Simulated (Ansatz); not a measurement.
Stepwise reaction of `[O]=[V]([OH])([Cl])[Cl]` with hydrogen fluoride, as a gas-phase model of exchange steps in deposition or etching. ΔE in kJ/mol; ΔG adds harmonic PBE0-D4 terms to CCSD(T)/CBS, at 1 bar.

Gas-phase electronic energies from Ansatz, PBE0-D4/def2-TZVP geometries. CCSD(T)/CBS is the MP2 limit (def2-TZVPP, def2-QZVPP) plus CCSD(T) − MP2 in def2-TZVPP, frozen cores. This one scheme is used for every species. DFT in def2-TZVPP. B3LYP here is the variant with VWN-RPA as its local correlation; programs differ in this. For V outer-core shells are correlated without core-valence functions, which leaves a few kJ/mol of doubt a bond. Scalar relativity is left out up to krypton. One conformer a species, not always the lowest.

| step | reaction | PBE-D4 | B3LYP-D4 | ωB97M-V | CCSD(T)/CBS | ΔG(600 K) |
| --- | --- | --- | --- | --- | --- | --- |
| 2 | `[O]=[V]([OH])([F])[Cl]` + H–F → `[O]=[V]([OH])([F])[F]` + HCl | -9.0 | -8.9 | -11.6 | 1.6 | -3.9 |

Give the row of step 1, `[O]=[V]([OH])([Cl])[Cl]` + H–F → `[O]=[V]([OH])([F])[Cl]` + HCl. (Best estimate.)

Computed: 
```json
{"step": "1", "reaction": "`[O]=[V]([OH])([Cl])[Cl]` + H–F → `[O]=[V]([OH])([F])[Cl]` + HCl", "PBE-D4": "-7.8", "B3LYP-D4": "-7.6", "ωB97M-V": "-10.5", "CCSD(T)/CBS": "4.1", "ΔG(600 K)": "-1.6"}
```

By hand: ΔE of the 2 steps together at CCSD(T)/CBS.

(4.1) + (1.6) = 5.7 kJ/mol, or 2.8 kJ/mol a step.

In ΔE the steps differ by no more than 2.5 kJ/mol. ΔG lies between -3.9 and -1.6 kJ/mol a step. PBE-D4 differs from CCSD(T)/CBS by -11.9 to -10.6 kJ/mol a step. Isolated molecules leave out the surface, adducts and barriers. Largest T1 diagnostic: 0.032.
